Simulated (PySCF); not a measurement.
Gas-phase reaction: 4 InCH3 + 2 H ⇌ 4 InH + C4H10 (n-butane)

Method: PySCF energies plus ideal-gas RRHO corrections (1 bar). † marks an energy on the PBE0/def2-TZVP geometry and frequencies; other levels use their own. MP2 and CCSD(T) freeze the core. Open shells (unrestricted): H (multiplicity 2); the rest are closed-shell singlets. B3LYP is the form with VWN-RPA correlation. In: scalar-relativistic def2 core potential, no spin-orbit coupling. InCH3, InH: computed as isolated molecules; such fragments, hydroxides, amides, oligomers or adducts are transient or little studied in the gas. MP2 isn't extrapolated to the basis-set limit. CCSD(T) isn't extrapolated to the basis-set limit.

| level | ΔH°(298 K), kJ |
|---|---|
| B3LYP/def2-TZVP† | -396 |
| CCSD(T)/def2-SVP† | -418 |
| HF/def2-TZVP† | (withheld) |
| M06-2X/def2-TZVP† | -364 |
| MP2/def2-TZVPP† | -321 |
| PBE/def2-SVP | -395 |
| PBE0/def2-SVP† | (withheld) |
| r2SCAN/def2-TZVP† | (withheld) |
| ωB97M-V/def2-TZVP† | -391 |
| ωB97X-V/def2-TZVP† | (withheld) |

Task: Complete the blanks.

Result: 
- HF/def2-TZVP†, ΔH°(298 K), kJ: -344
- PBE0/def2-SVP†, ΔH°(298 K), kJ: -405
- r2SCAN/def2-TZVP†, ΔH°(298 K), kJ: -370
- ωB97X-V/def2-TZVP†, ΔH°(298 K), kJ: -397
